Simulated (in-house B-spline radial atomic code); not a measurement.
Inner levels of xenon as electrons are removed. A shift is the extra binding of the orbital against the neutral atom ([Kr] 4d10 5s2 5p6). The density at the nucleus is averaged over the nuclear charge. Computed with an all-electron radial atomic-structure program (B-spline basis): Dirac-Hartree-Fock, jj configuration that fills j = l - 1/2 first, finite nuclei.

A number in brackets counts the electrons of a j subshell.

| ion | configuration | shift of 3d3/2 (eV) | shift of 1s1/2 (eV) | shift of 3d5/2 (eV) | radius of 3d3/2 (bohr) | radius of 1s1/2 (bohr) | radius of 3d5/2 (bohr) | Σ<r²> (bohr²) | change of density at nucleus (bohr⁻³) |
| --- | --- | --- | --- | --- | --- | --- | --- | --- | --- |
| Xe14+ | [Kr] 4d3/2(4) | 305.61 | 313.33 | 301.98 | 0.27576 | 0.026651 | 0.28022 | 9.0444 | 45.927 |
| Xe15+ | [Kr] 4d3/2(3) | 341.16 | 351.43 | 338.29 | 0.27593 | 0.026651 | 0.27978 | 8.2293 | 85.644 |
| Xe16+ | [Kr] 4d3/2(2) | 377.71 | 390.8 | 375.65 | 0.27558 | 0.026652 | 0.27931 | 7.4602 | 127.58 |
| Xe17+ | [Kr] 4d3/2(1) | 415.26 | 431.42 | 414.05 | 0.2752 | 0.026652 | 0.27881 | 6.7335 | 171.69 |
| Xe18+ | [Ar] 3d10 4s2 4p6 | 453.79 | 473.29 | 453.47 | 0.27479 | 0.026652 | 0.27827 | 6.0455 | 218.01 |
| Xe19+ | [Ar] 3d10 4s2 4p1/2(2) 4p3/2(3) | 494.62 | 519.16 | 494.06 | 0.27427 | 0.026651 | 0.27773 | 5.4259 | 274.71 |
| Xe20+ | [Ar] 3d10 4s2 4p1/2(2) 4p3/2(2) | 536.21 | 566.09 | 535.4 | 0.27373 | 0.026651 | 0.27717 | 4.8304 | 333.35 |
| Xe21+ | [Ar] 3d10 4s2 4p1/2(2) 4p3/2(1) | 578.56 | 614.1 | 577.49 | 0.27317 | 0.02665 | 0.27658 | 4.2576 | 393.88 |
| Xe22+ | [Ar] 3d10 4s2 4p1/2(2) | 621.66 | 663.16 | 620.32 | 0.27259 | 0.026649 | 0.27598 | 3.7061 | 456.34 |
| Xe23+ | [Ar] 3d10 4s2 4p1/2(1) | 665.96 | 714.78 | 664.95 | 0.27194 | 0.026649 | 0.27534 | 3.1964 | 499.99 |
| Xe24+ | [Ar] 3d10 4s2 | 711.01 | 767.53 | 710.35 | 0.27128 | 0.026648 | 0.27467 | 2.7056 | 544.56 |
| Xe25+ | [Ar] 3d10 4s1 | 757.15 | 820.03 | 756.42 | 0.27062 | 0.026647 | 0.27399 | 2.2405 | -205.64 |
| Xe26+ | [Ar] 3d10 | 803.96 | 873.47 | 803.16 | 0.26996 | 0.026647 | 0.2733 | 1.7902 | -989.76 |
